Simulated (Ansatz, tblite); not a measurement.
Spin states of the cluster Ga₂As₃ (the lowest doublet isomer of a short search), each relaxed with r2SCAN-D4/def2-SVP in Ansatz. Electronic energies in the gas phase.

The xTB rows come from tblite. LC-ωPBE has ω = 0.4 bohr⁻¹. Correlated methods freeze 45 core orbitals; core or outer-core shells of Ga, As are correlated, in sets that lack core-valence functions. The structure comes from a short search, and lower isomers may exist.

Doublet geometry (Cs within 0.1 Å):

```xyz
5

Ga   -1.282    0.492    1.072
Ga    0.879   -0.617    1.592
As    0.154   -1.388   -0.779
As   -0.995    0.647   -1.379
As    1.244    0.867   -0.507
```

Quartet geometry (Cs within 0.1 Å):

```csv
atom,x (Å),y (Å),z (Å)
Ga1,-1.519,-1.293,0.183
Ga2,-0.548,0.028,-1.924
As3,0.753,1.571,-0.215
As4,-0.133,0.371,1.710
As5,1.447,-0.677,0.245
```

⟨S²⟩: doublet 0.76 at PBE0-D4/def2-TZVP (pure 0.75), quartet 3.76 at PBE0-D4/def2-TZVP (pure 3.75).

Run but left out: HF/STO-3G (doublet: ⟨S²⟩ 1.81, where a pure state has 0.75).

Only these spin states were relaxed. The quartet has other bonds than the doublet, so the gap mixes isomer and spin.

```csv
level,quartet − doublet (kJ/mol),lowest of these
GFN1-xTB,233.7,doublet
GFN2-xTB,184.8,doublet
HF/def2-TZVP,59.3,doublet
PBE-D4/def2-TZVP,145.6,doublet
r2SCAN-D4/def2-TZVP,146.8,doublet
PBE0-D4/def2-TZVP,139.6,doublet
LC-ωPBE/def2-TZVP,127.6,doublet
MP2/def2-TZVP,186.5,doublet
```

Change of the quartet − doublet gap on mixing in exact exchange, in kJ/mol: PBE to PBE0 (25 % exact exchange) -6.0.

The xTB methods have no spin-polarisation term.
